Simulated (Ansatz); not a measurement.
`F[CH]([SiH3])[GaH2]` + `N#CO` → `N#C[O][GaH2]` + `FC[SiH3]` at 400 K and 1 bar (ligand exchange at a Ga–C bond).

Program: Ansatz. Geometries: PBE0-D4/def2-TZVP. ΔE: electronic, gas phase. CCSD(T)/CBS is the MP2 limit (def2-TZVPP, def2-QZVPP) plus CCSD(T) − MP2 in def2-TZVPP, frozen cores. This one scheme is used for every species. For Ga outer-core shells are correlated without core-valence functions, which leaves a few kJ/mol of doubt a bond. Scalar relativity is left out up to krypton. Each species was taken in one conformer, which may not be the lowest.

| species | CCSD(T)/CBS energy (Eh) | H − E (kJ/mol) | S (J/(mol·K)) |
| --- | --- | --- | --- |
| `F[CH]([SiH3])[GaH2]` | -2354.42561 | 182.9 | 391.4 |
| `N#CO` | -168.48100 | 73.4 | 255.2 |
| `N#C[O][GaH2]` | -2093.04540 | 93.3 | 334.1 |
| `FC[SiH3]` | -429.90570 | 165.5 | 311.5 |

H − E and S are ideal-gas, rigid-rotor, harmonic terms from PBE0-D4/def2-TZVP, for one conformer and one mirror image of each species. 1 Eh = 2625.50 kJ/mol, R = 8.31446 J/(mol·K).

Problem. By hand: ΔE, ΔH, ΔS and ΔG.

Solution. ΔE = (-2093.04540) + (-429.90570) − (-2354.42561) − (-168.48100) = -0.04449 Eh = -116.8 kJ/mol. Δ(H − E) = 93.3 + 165.5 − 182.9 − 73.4 = 2.5, so ΔH = -114.3 kJ/mol. ΔS = 334.1 + 311.5 − 391.4 − 255.2 = -1.0 J/(mol·K). ΔG = -114.3 − 400 × (-1.0)/1000 = -113.9 kJ/mol.

Problem. By hand: the equilibrium constant, and the temperature at which ΔG would vanish if ΔH and ΔS stayed fixed.

Solution. log₁₀ K = −ΔG/(RT ln 10) = 14.9. ΔG = 0 at ΔH/ΔS = 114300 K, far beyond where these terms or the molecules hold.

The number of gas molecules stays the same, so ΔS is small and ΔH decides. A doubt of 5 kJ/mol in ΔE shifts log₁₀ K by 0.7 here. Other conformers and mirror images would add mixing entropy, several J/(mol·K) or more a flexible species. These are equilibria of isolated gas molecules and say nothing of rates. Largest T1 diagnostic: 0.015 (customary marks: 0.02 for closed shells, 0.045 for open ones).
